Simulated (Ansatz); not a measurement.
B6P6H22⁻, a cluster cut from zinc blende BP (hydrogen-capped). The state is a doublet with charge -1. Geometry r2SCAN-D4/def2-SVP, that of the neutral singlet; atoms count from 1.

```xyz
34

B    -0.179    2.184    2.759
B    -2.315    0.232   -0.980
B     2.792    1.735    1.272
B     0.604   -0.212   -2.443
B     0.319   -0.440    0.768
B    -1.790   -2.513   -2.810
P     1.756    2.401    2.781
P    -0.368    0.412   -0.861
P    -0.555    0.321    2.340
P    -2.684   -1.651   -1.310
P     2.234   -0.100    0.944
P     0.106   -2.075   -2.709
H    -0.584    2.827    1.806
H    -0.670    2.494    3.825
H    -2.675    0.825   -1.981
H    -2.869    0.603    0.040
H     2.427    2.372    0.300
H     3.984    1.790    1.496
H     0.163    0.394   -3.404
H     1.810   -0.108   -2.306
H     0.111   -1.638    0.715
H    -2.201   -1.940   -3.805
H    -1.971   -3.715   -2.809
H     2.051    3.776    2.954
H     2.289    1.895    3.998
H    -0.094    1.799   -0.735
H    -1.951    0.131    2.216
H    -0.290   -0.515    3.459
H    -4.081   -1.828   -1.473
H    -2.502   -2.414   -0.124
H     2.888   -0.600   -0.208
H     2.764   -0.977    1.929
H     0.730   -2.558   -3.886
H     0.754   -2.908   -1.757
```

The highest occupied level of the charge -1 doublet lies above zero (up to 1.87 eV). By energy differences it is unbound by 0.54 eV (vertical, against the charge 0 singlet, at PBE0-D4/def2-SVP) and held by the finite basis.

**Question.** Estimate the Mulliken populations of the heavy atoms from the PBE0/def2-SVP orbitals of Ansatz.

**Answer.** 
```json
{"atom": "B1", "charge (e)": "-0.22", "spin (α − β)": "-0.06"}
{"atom": "B2", "charge (e)": "-0.22", "spin (α − β)": "-0.02"}
{"atom": "B3", "charge (e)": "-0.22", "spin (α − β)": "-0.06"}
{"atom": "B4", "charge (e)": "-0.22", "spin (α − β)": "-0.02"}
{"atom": "B5", "charge (e)": "-0.24", "spin (α − β)": "-0.07"}
{"atom": "B6", "charge (e)": "-0.25", "spin (α − β)": "-0.01"}
{"atom": "P7", "charge (e)": "0.16", "spin (α − β)": "0.13"}
{"atom": "P8", "charge (e)": "0.09", "spin (α − β)": "0.07"}
{"atom": "P9", "charge (e)": "0.15", "spin (α − β)": "0.18"}
{"atom": "P10", "charge (e)": "0.17", "spin (α − β)": "0.02"}
{"atom": "P11", "charge (e)": "0.14", "spin (α − β)": "0.18"}
{"atom": "P12", "charge (e)": "0.17", "spin (α − β)": "0.02"}
```
Mulliken values depend strongly on the basis.

**Question.** Where does the spin sit?

**Answer.** Summed by element: B -0.24, P 0.60, H 0.63, of 1 unpaired in all. Largest on single atoms: P9 0.18, P11 0.18, H27 0.16.

**Question.** And the Mayer bond orders between heavy atoms (over 0.3)?

**Answer.** B1–P7 0.91 (1.95 Å); B1–P9 0.90 (1.95 Å); B2–P8 0.90 (1.96 Å); B2–P10 0.87 (1.95 Å); B3–P7 0.91 (1.95 Å); B3–P11 0.90 (1.95 Å); B4–P8 0.90 (1.96 Å); B4–P12 0.87 (1.95 Å); B5–P8 0.91 (1.96 Å); B5–P9 0.92 (1.95 Å); B5–P11 0.92 (1.95 Å); B6–P10 0.92 (1.95 Å); B6–P12 0.92 (1.95 Å).
